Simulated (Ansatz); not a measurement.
Gas-phase electronic energies from Ansatz, PBE0-D4/def2-TZVP geometries. CCSD(T)/CBS is the MP2 limit (def2-TZVPP, def2-QZVPP) plus CCSD(T) − MP2 in def2-TZVPP, frozen cores. Functionals use def2-TZVPP. B3LYP here is the variant with VWN-RPA as its local correlation; programs differ in this. Elements past krypton have def2 core potentials. For Ge, Sb outer-core shells are correlated without core-valence functions, which leaves a few kJ/mol of doubt a bond. Scalar relativity is left out up to krypton. One conformer a species, not always the lowest.

Consider the formal exchange of groups at a C–C bond: `C[CH](C)[Ge][OH]` + `[CH3][SbH][OH]` → `C[CH2][SbH][OH]` + `C[CH2][Ge][OH]`.

```csv
level,ΔE (kJ/mol),difference from CCSD(T)/CBS
r2SCAN-D4,4.0,-0.5
PBE0-D4,3.2,-1.3
B3LYP-D4,3.2,-1.3
ωB97X-V,3.6,-0.9
ωB97M-V,4.2,-0.3
HF/def2-TZVPP,0.2,-4.3
CCSD/def2-TZVPP,3.4,-1.1
SCS-MP2/def2-QZVPP,3.9,-0.6
HF/CBS(def2),0.0,-4.5
MP2/CBS(def2),5.5,1.0
CCSD(T)/CBS,4.5,0
```

Largest T1 diagnostic among the species: 0.014.

In def2-TZVPP, CCSD(T) changes the Hartree–Fock value by +4.0 kJ/mol (the triples alone add +0.8 kJ/mol) and MP2 by +4.9 kJ/mol.

CCSD(T)/CBS has its own doubt, a few kJ/mol and more with outer-core shells, so smaller differences from it don't rank the levels.
